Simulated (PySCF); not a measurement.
C₂H₉BN₂.
Bonds: C1–N2, N2–B3, B3–N4, N4–C5. Hydrogens: H6, H7, H8 on C1; H9 on N2; H10 on B3; H11 on N4; H12, H13, H14 on C5.

Method: PBE0-D3(BJ)/def2-SVP geometry optimisation, gas phase (PySCF 2.14.0).

Problem. List the bond lengths, angles and torsions at this level.

Solution. 
```
                  bond  length (Å)
          C1–N2, N4–C5       1.437
          N2–B3, B3–N4       1.413
C1–H6 and 5 like bonds       1.103
         N2–H9, N4–H11       1.013
                B3–H10       1.214
```

Bonds in one row agree within 0.01 Å and their mean is given. A selection of angles:
```
    angle  degrees
 N2–C1–H6    112.7
 N2–C1–H7    109.3
 H6–C1–H7    107.3
 C1–N2–B3    126.1
 C1–N2–H9    114.2
 B3–N2–H9    119.8
 N2–B3–N4    122.8
N2–B3–H10    118.6
```

Torsions: C1–N2–B3–N4 -179° (antiperiplanar); N2–B3–N4–C5 -179° (antiperiplanar).

Of the pairs four or more bonds apart, H7···H10 is among the closest relative to their van der Waals radii: 2.43 Å, 101 % of the sum of Bondi's values. B3 (three-coordinate boron) is planar (angles 122.8°, 118.6° and 118.6°, sum 360.0°, 0.00 Å off the plane of its three neighbours). N2 (boron-bound nitrogen) is planar (angles 126.1°, 119.8° and 114.2°, sum 360.0°, 0.00 Å off the plane of its three neighbours). The 5 heavy atoms lie in one plane (0.007 Å rms).

PBE0-D3(BJ)/def2-SVP frequencies: not computed here. The numbers are those of one conformer.

Hardware: one thread of an Arm Neoverse N1, shared host with 64 logical CPUs at a one-minute load of 37. Cost: 72 s of wall time, 0.47 GiB resident at most. This is the geometry optimisation.
